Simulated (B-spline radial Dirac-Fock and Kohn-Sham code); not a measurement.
Dipole and non-dipole photoemission parameters of Tc⁷⁺ 3d3/2

System: Tc⁷⁺ in the configuration [Ar] 3d10 4s2 4p6; threshold 383.1 eV (orbital energy of the model). The computed values come from a radial finite-basis atomic code: Dirac-Hartree-Slater photoionisation with a Latter tail; cross sections with all multipoles, angular parameters from the dipole term and its interference with E2.

```tsv
hν (eV)	σ (kb)	β	γ	δ
427	1350	0.492	-0.051	0.005
451	1250	0.592	-0.052	0.009
524	957	0.816	-0.042	0.018
600	710	0.960	-0.020	0.024
635	622	1.007	-0.008	0.027
800	354	1.144	0.061	0.036
990	200	1.211	0.147	0.044
1000	194	1.213	0.152	0.045
2000	?	?	?	?
2340	14.6	1.140	0.632	0.094
2400	13.5	1.133	0.648	0.096
2710	8.97	1.096	0.725	0.108
2984.4	6.47	1.064	0.786	0.119
5290	0.839	0.848	1.132	0.208
5414.7	0.770	0.839	1.145	0.212
5950	0.541	0.802	1.196	0.233
6460	0.397	0.769	1.239	0.252
8100	0.166	0.682	1.349	0.311
8520	0.137	0.662	1.371	0.326
11100	0.0479	0.565	1.476	0.413
13200	0.0238	0.503	1.531	0.479
```

Task: Give the values at 2000 eV.

Result: σ = 24.3 kb, β = 1.180, γ = 0.534, δ = 0.082.
